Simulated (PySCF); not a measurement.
Deuteron quadrupole couplings in `Cc1ccccc1F`

Compound: C₇H₇F.
Geometry (PBE0-D3(BJ)/def2-SVP, Å), atoms numbered from 1 in this order:
```
atom  x, y, z in Å
C1    -2.2050   -0.2332   -0.0617
C2    -0.7128   -0.1089   -0.0332
C3     0.1454   -1.1717   -0.3311
C4     1.5316   -1.0245   -0.2886
C5     2.0896    0.2046    0.0563
C6     1.2602    1.2838    0.3574
C7    -0.1151    1.1075    0.3076
F8    -0.9098    2.1432    0.5967
H9    -2.6348   -0.1042    0.9446
H10   -2.5101   -1.2183   -0.4394
H11   -2.6581    0.5400   -0.7008
H12   -0.2912   -2.1365   -0.6036
H13    2.1764   -1.8731   -0.5270
H14    3.1741    0.3291    0.0918
H15    1.6597    2.2620    0.6310
```

Level: PBE0/pcSseg-1 (PySCF, non-relativistic); Q(2H) = 0.00286 b; rigid geometry, the same for H and D, with no vibrational averaging.

Tabulate Vzz, the asymmetry η and χzz = 234.96 MHz × Q × Vzz for every hydrogen position.

| atom | bonded to | bond length (Å) | Vzz (au) | η | χzz (kHz) |
| --- | --- | --- | --- | --- | --- |
| H9 | C1 | 1.102 | 0.2888 | 0.03 | 194 |
| H10 | C1 | 1.098 | 0.2945 | 0.04 | 198 |
| H11 | C1 | 1.101 | 0.2899 | 0.03 | 195 |
| H12 | C3 | 1.093 | 0.3021 | 0.07 | 203 |
| H13 | C4 | 1.092 | 0.3055 | 0.07 | 205 |
| H14 | C5 | 1.092 | 0.3047 | 0.07 | 205 |
| H15 | C6 | 1.092 | 0.3060 | 0.07 | 206 |

How does χzz go with the bond length over the 7 C–H bonds?

A straight-line fit has a slope of -11.5 kHz for each 0.01 Å, with a correlation coefficient of -1.00, over lengths from 1.092 to 1.102 Å. The longer bonds have the smaller couplings here.

Give the 2H NMR doublet splittings at H9 for a magnetic field along the z, y and x axes of the gradient: 3χ/2, 3χ(1 + η)/4, 3χ(1 − η)/4.

With |χ| = 194.1 kHz and η = 0.030: 291, 150 and 141 kHz, to first order and without motion.

Geometry: PBE0-D3(BJ)/def2-SVP; no solvent, vibrations or thermal averaging. With so small a basis the couplings can be 20 % off.
